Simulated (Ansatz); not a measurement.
A further run on BF3.

```yaml
crystal:
  periodic: [false, false, false]
  atoms:
    - {symbol: B, position_ang: [0.000022, 0.000010, 0.000017]}
    - {symbol: F, position_ang: [1.325346, -0.028131, 0.013642]}
    - {symbol: F, position_ang: [-0.638224, 1.161827, -0.017670]}
    - {symbol: F, position_ang: [-0.687144, -1.133696, 0.004012]}
basis:
  gaussian: {orbitals: aug-cc-pVDZ}
hamiltonian: {xc: {name: wPBEh}}
scf: {omitted_lower_state_checks: [starts]}
```

```sh
$ ansatz run in.yaml --threads 2 --pin off --events-out ev --progress --plain --max-ram 4352MiB
```

Output, abridged:

```
Functional definition: wPBEh
747 factors; their error is unknown
96 factors; integrals over basis functions are off by at most 1.9e-6 eV
mean field evaluation 1: about -8822.0409 eV, gradient 4.4e1 eV
mean field evaluation 2: about -8819.1529 eV, gradient 6.3e1 eV
mean field evaluation 4: about -8824.7351 eV, gradient 3.2e-1 eV
mean field evaluation 8: about -8824.7887 eV, gradient 3.0e-3 eV
mean field -8824.78867076 eV, -324.3050019938 hartree, gradient 1.4e-5 eV, S^2 0.000000; 0 other end points of the search recorded, 0 dependent functions left out
reference -8824.78871260 eV, -324.3050035312 hartree; 16, 16 occupied and 76, 76 virtual orbitals, 747 factors
Total energy: -8824.78871260 eV, -324.3050035312 hartree
Checks for a lower state left out: starts
```

It took 1.4 s on 2 threads of Intel Xeon Platinum 8259CL on a shared host.
